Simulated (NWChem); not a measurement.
System: CH$_{3}$Cl$_{2}$Ga; SMILES [Cl][Ga]([CH3])[Cl]

Here is an NWChem input.

```
start job
memory heap 200 mb stack 900 mb global 1100 mb
geometry units angstroms noautoz
  Ga     0.315848    -0.001162     0.004260
  Cl    -0.870267    -1.817255    -0.004134
  Cl    -0.872460     1.813678    -0.004065
  C      2.278673     0.006079     0.002719
  H      2.640895     0.822231     0.632653
  H      2.625075     0.166698    -1.022977
  H      2.653242    -0.952986     0.366895
end
basis spherical
  * library def2-svp
end
dft
  xc m06-2x
  grid coarse
  iterations 150
  mulliken
end
task dft gradient
```

Excerpt of the output:

```
             Northwest Computational Chemistry Package (NWChem) 7.3.0
             --------------------------------------------------------

 C1  symmetry detected

                             Geometry "geometry" -> ""
                             -------------------------

 Output coordinates in angstroms (scale by  1.889725989 to convert to a.u.)

  No.       Tag          Charge          X              Y              Z
 ---- ---------------- ---------- -------------- -------------- --------------
    1 Ga                  31.0000     0.29212775    -0.00020927     0.00368014
    2 Cl                  17.0000    -0.89013119    -1.81882678    -0.00153349
    3 Cl                  17.0000    -0.90006424     1.81209330    -0.00152593
    4 C                    6.0000     2.25492186     0.01121582    -0.00306826
    5 H                    1.0000     2.61707308     0.82815334     0.62588745
    6 H                    1.0000     2.59825838     0.17254808    -1.02968261
    7 H                    1.0000     2.63249930    -0.94703973     0.36013051

 Effective nuclear repulsion energy (a.u.)     421.3781103516

                                 NWChem DFT Module
                                 -----------------

 Summary of "ao basis" -> "ao basis" (spherical)
 ------------------------------------------------------------------------------
       Tag                 Description            Shells   Functions and Types
 ---------------- ------------------------------  ------  ---------------------
 Ga                         def2-svp                12       32   5s4p3d
 Cl                         def2-svp                 8       18   4s3p1d
 C                          def2-svp                 6       14   3s2p1d
 H                          def2-svp                 3        5   2s1p

            General Information
            -------------------
          SCF calculation type: DFT
          Wavefunction type:  closed shell.
          No. of atoms     :     7
          No. of electrons :    74
           Alpha electrons :    37
            Beta electrons :    37
          Charge           :     0
          Spin multiplicity:     1
          Use of symmetry is: off; symmetry adaption is: off
          Maximum number of iterations: 150
          AO basis - number of functions:    97
                     number of shells:    43
          Convergence on energy requested:  1.00D-06
          Convergence on density requested:  1.00D-05
          Convergence on gradient requested:  5.00D-04

              XC Information
              --------------
                       M06-2X Method XC Functional
                     Hartree-Fock (Exact) Exchange  0.540
                        M06-2X Exchange Functional  1.000
                      M06-2X Correlation Potential  1.000

             Grid Information
             ----------------
          Grid used for XC integration:  coarse
          Radial quadrature: Mura-Knowles
          Angular quadrature: Lebedev.
          Tag              B.-S. Rad. Rad. Pts. Rad. Cut. Ang. Pts.
          ---              ---------- --------- --------- ---------
          Ga                  1.30       95           8.0       302
          Cl                  1.00       70          11.0       302
          C                   0.70       35           9.0       302
          H                   0.35       35          10.0       302
          Grid pruning is: on
          Number of quadrature shells:   375
          Spatial weights used:  Erf1

      Superposition of Atomic Density Guess
      -------------------------------------

 Sum of atomic energies:       -2880.74554701

      Non-variational initial energy
      ------------------------------

 Total energy =   -2881.806421
 1-e energy   =   -4847.120972
 2-e energy   =    1543.936441
 HOMO         =      -0.372744
 LUMO         =      -0.004425

     ---------------------------------------------
      Total Density - Mulliken Population Analysis
     ---------------------------------------------

    Atom       Charge   Shell Charges
 -----------   ------   -------------------------------------------------------
    1 Ga  31    29.81   2.00  2.00  2.00  0.85  0.11  6.00  5.98  0.51  0.25  8.10  1.83  0.19
    2 Cl  17    17.51   2.00  1.99  1.23  0.72  5.94  2.18  3.44  0.01
    3 Cl  17    17.51   2.00  1.99  1.23  0.72  5.94  2.18  3.44  0.01
    4 C    6     6.57   1.99  0.95  0.29  2.08  1.26  0.01
    5 H    1     0.87   0.66  0.18  0.03
    6 H    1     0.86   0.65  0.18  0.03
    7 H    1     0.87   0.66  0.18  0.03

   convergence    iter        energy       DeltaE   RMS-Dens  Diis-err
 ---------------- ----- ----------------- --------- --------- ---------
 d= 0,ls=0.0,diis     1  -2884.6331143801 -3.31D+03  9.35D-03  3.17D-01
 d= 0,ls=0.0,diis     2  -2884.6542394646 -2.11D-02  4.66D-03  1.77D-01
 d= 0,ls=0.0,diis     3  -2884.6788057786 -2.46D-02  5.80D-04  1.07D-02
 d= 0,ls=0.0,diis     4  -2884.6796680489 -8.62D-04  1.60D-04  1.17D-03
 d= 0,ls=0.0,diis     5  -2884.6797520827 -8.40D-05  4.39D-05  9.39D-06
  Resetting Diis
 d= 0,ls=0.0,diis     6  -2884.6797534540 -1.37D-06  8.00D-06  5.00D-07
 d= 0,ls=0.0,diis     7  -2884.6797535216 -6.76D-08  2.32D-06  2.84D-08

         Total DFT energy =    -2884.679753521640
      One electron energy =    -4848.211769980060
           Coulomb energy =     1680.371005953562
    Exchange-Corr. energy =     -138.217099846741
 Nuclear repulsion energy =      421.378110351599

 Numeric. integr. density =       73.999973782096

                       DFT Final Molecular Orbital Analysis
                       ------------------------------------

 Vector   35  Occ=2.000000D+00  E=-3.780469D-01
              MO Center= -8.6D-01,  1.3D-02, -1.6D-03, r^2= 4.3D+00
   Bfn.  Coefficient  Atom+Function         Bfn.  Coefficient  Atom+Function
  ----- ------------  ---------------      ----- ------------  ---------------
    63     -0.463651  3 Cl pz                45      0.459367  2 Cl pz
    60     -0.333613  3 Cl pz                42      0.330563  2 Cl pz
    57     -0.193377  3 Cl pz                39      0.191602  2 Cl pz
    29     -0.059801  1 Ga d -1              19      0.055691  1 Ga d -1

 Vector   36  Occ=2.000000D+00  E=-3.708110D-01
              MO Center= -8.5D-01, -1.3D-02, -1.0D-03, r^2= 4.5D+00
   Bfn.  Coefficient  Atom+Function         Bfn.  Coefficient  Atom+Function
  ----- ------------  ---------------      ----- ------------  ---------------
    62      0.344493  3 Cl py                44      0.342184  2 Cl py
    43     -0.312275  2 Cl px                61      0.305821  3 Cl px
    59      0.254286  3 Cl py                41      0.252724  2 Cl py
    40     -0.228383  2 Cl px                58      0.223878  3 Cl px
    56      0.146666  3 Cl py                38      0.145752  2 Cl py

 Vector   37  Occ=2.000000D+00  E=-3.646619D-01
              MO Center=  2.6D-01,  1.3D-02,  1.5D-04, r^2= 5.0D+00
   Bfn.  Coefficient  Atom+Function         Bfn.  Coefficient  Atom+Function
  ----- ------------  ---------------      ----- ------------  ---------------
    61      0.355656  3 Cl px                43      0.352229  2 Cl px
    72      0.314901  4 C  px                58      0.264253  3 Cl px
    40      0.261348  2 Cl px                75      0.228754  4 C  px
    12     -0.170188  1 Ga px                55      0.152022  3 Cl px
    37      0.150355  2 Cl px                71     -0.145079  4 C  s

 Vector   38  Occ=0.000000D+00  E=-2.077137D-02
              MO Center=  2.3D-01, -7.8D-03,  8.0D-02, r^2= 4.0D+00
   Bfn.  Coefficient  Atom+Function         Bfn.  Coefficient  Atom+Function
  ----- ------------  ---------------      ----- ------------  ---------------
    17      0.755814  1 Ga pz                14      0.438951  1 Ga pz
    45     -0.273917  2 Cl pz                63     -0.271883  3 Cl pz
    11     -0.218294  1 Ga pz                89      0.192083  6 H  s
    42     -0.134251  2 Cl pz                60     -0.132999  3 Cl pz
    84     -0.125225  5 H  s                 88      0.113140  6 H  s

 Vector   39  Occ=0.000000D+00  E= 4.243581D-03
              MO Center=  3.4D-01,  2.4D-03, -9.5D-02, r^2= 4.7D+00
   Bfn.  Coefficient  Atom+Function         Bfn.  Coefficient  Atom+Function
  ----- ------------  ---------------      ----- ------------  ---------------
     5      1.140840  1 Ga s                 71     -0.824956  4 C  s
     4      0.387864  1 Ga s                 44     -0.311749  2 Cl py
    62      0.306717  3 Cl py                36     -0.301709  2 Cl s
    75      0.297094  4 C  px                54     -0.293414  3 Cl s
     3     -0.270427  1 Ga s                 89      0.228768  6 H  s

[...]

                         DFT ENERGY GRADIENTS

    atom               coordinates                        gradient
                 x          y          z           x          y          z
   1 Ga      0.552041  -0.000395   0.006954    0.002000  -0.000043   0.000204
   2 Cl     -1.682104  -3.437084  -0.002898   -0.002073  -0.003146  -0.000035
   3 Cl     -1.700875   3.424360  -0.002884   -0.002002   0.003097  -0.000036
   4 C       4.261184   0.021195  -0.005798    0.008247   0.000096  -0.000452
   5 H       4.945551   1.564983   1.182756   -0.002107  -0.002272  -0.001542
   6 H       4.909996   0.326069  -1.945818   -0.001888  -0.000436   0.002702
   7 H       4.974702  -1.789646   0.680548   -0.002177   0.002704  -0.000841
```

Level: M06-2X/def2-SVP. Geometry: optimised at B3LYP/6-31G* (spherical d).
